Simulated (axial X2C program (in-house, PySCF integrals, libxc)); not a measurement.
EuOH: the levels of the configuration f7 s1

Computed with an in-house all-electron X2C program for linear molecules (integrals from PySCF): two-component X2C with atomic mean-field Coulomb and Gaunt terms, basis Eu dyall-v3z, O dyall-av3z, H dyall-v3z (cores contracted in-house). Orbitals come from Hartree–Fock averaged over the configuration Eu f7 s1; CI then distributes these electrons over the f, s shells of Eu.

Eu–O–H held linear, bonds 2.140 and 0.950 Å (the second held) (near the minimum of the configuration average).

Lowest levels of this model:

```json
{"Ω": "0", "energy (cm⁻¹)": "0", "g∥": "0.00", "μ (D)": "-0.85", "configuration": "100% f7 s1"}
{"Ω": "1", "energy (cm⁻¹)": "0", "g∥": "4.00", "μ (D)": "-0.85", "configuration": "100% f7 s1"}
{"Ω": "2", "energy (cm⁻¹)": "0", "g∥": "7.99", "μ (D)": "-0.85", "configuration": "100% f7 s1"}
{"Ω": "3", "energy (cm⁻¹)": "1", "g∥": "11.99", "μ (D)": "-0.85", "configuration": "100% f7 s1"}
{"Ω": "4", "energy (cm⁻¹)": "2", "g∥": "15.99", "μ (D)": "-0.85", "configuration": "100% f7 s1"}
{"Ω": "3", "energy (cm⁻¹)": "1700", "g∥": "11.98", "μ (D)": "-0.85", "configuration": "100% f7 s1"}
{"Ω": "2", "energy (cm⁻¹)": "1701", "g∥": "7.99", "μ (D)": "-0.85", "configuration": "100% f7 s1"}
{"Ω": "1", "energy (cm⁻¹)": "1702", "g∥": "3.99", "μ (D)": "-0.85", "configuration": "100% f7 s1"}
{"Ω": "0", "energy (cm⁻¹)": "1702", "g∥": "0.00", "μ (D)": "-0.85", "configuration": "100% f7 s1"}
```

g∥ is the magnitude of 2⟨Lz + ge Sz⟩ for the +Ω component. μ is positive if the H end is positive.

This point took 2.2 s on 1 thread of AMD EPYC 9R45 96-Core Processor (Zen 5), on a shared host.

There is no dynamic correlation: spin–orbit spacings and, for f shells, spacings inside one term are the most reliable numbers, splittings between terms come out too wide, and energies between configurations are not reliable, so the lowest level need not be the ground state of the molecule. At most 4 roots were kept for each Ω > 0 (twice that for Ω = 0) within 2.2 eV of the lowest, so higher up levels can be missing between those listed; levels with Ω > 0 are doubly degenerate and listed once, Ω = 0 levels singly. The molecule was held linear; bending was not examined.
